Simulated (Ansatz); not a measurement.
```yaml
crystal:
  periodic: [false, false, false]
  atoms:
    - {symbol: O, position_ang: [-1.048877, -1.377770, 0.790764]}
    - {symbol: Mo, position_ang: [0.018863, -0.005760, 0.024694]}
    - {symbol: O, position_ang: [1.248901, 1.330790, -0.534924]}
    - {symbol: O, position_ang: [-0.305511, -0.954795, -1.518368]}
    - {symbol: O, position_ang: [-1.200258, 1.329316, -0.318814]}
    - {symbol: F, position_ang: [1.631844, -0.919293, 0.309568]}
    - {symbol: F, position_ang: [0.129164, 0.476706, 1.833950]}
    - {symbol: H, position_ang: [-1.084589, -1.387245, 1.753301]}
    - {symbol: H, position_ang: [2.179273, 1.118786, -0.403541]}
    - {symbol: H, position_ang: [-0.599167, -1.871166, -1.538233]}
    - {symbol: H, position_ang: [-0.969654, 2.260442, -0.398386]}
basis:
  gaussian: {orbitals: def2-mTZVPP}
hamiltonian: {xc: {name: wB97X-D}}
correlation: {diis_vectors: 4}
```

```sh
$ ansatz run in.yaml --threads 8 --pin off --events-out ev --progress --plain --max-ram 20889MiB
```

Shortened log:

```
Error: YAML parse error: error: line 17 column 19: hamiltonian.xc: no functional is named "wB97X-D"; the names, which are not case-sensitive, are SVWN5, SPW92, PBE, PBE0, PBEsol, revPBE, revPBE0, RPBE, rPW86-PBE, HSE06, wPBEh, LC-wPBE, HISS, HF, BLYP, B3LYP, B3LYP5, BHLYP, CAM-B3LYP, r2SCAN, r2SCANh, r2SCAN0, r2SCAN50, m-r2SCAN, B97, wB97, wB97X, wB97X-V, B97M-V, wB97M-V, B2PLYP, B2GP-PLYP, PBE0-DH, PBE-QIDH
15 | basis:
16 |   gaussian: {orbitals: def2-mTZVPP}
17 | hamiltonian: {xc: {name: wB97X-D}}
18 | correlation: {diis_vectors: 4}
```

Problem. Something in this input is off. What?

Solution. The method's name isn't one that the program takes here. The input was rejected before any iteration.

HSE06 is defined as in plane-wave codes.
